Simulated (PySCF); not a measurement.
AlF4, SMILES [F][Al-]([F])([F])[F], charge -1. Geometry: PBE0-D3(BJ)/def2-SVPD. The isomer is the one that the SMILES or the coordinates give; other isomers of the formula were not compared.

Question: Give the equilibrium geometry at PBE0-D3(BJ)/def2-SVPD (PySCF confirms it by a frequency run) as a Z-matrix, and its point group. (An estimate is asked for; the answer gives what the named calculation found.)

Answer: point group Td.
```
Al
F 1 1.7114
F 1 1.7114 2 109.47
F 1 1.7114 2 109.47 3 120.00
F 1 1.7114 2 109.47 3 -120.00
```
Charge -1, spin multiplicity 1.
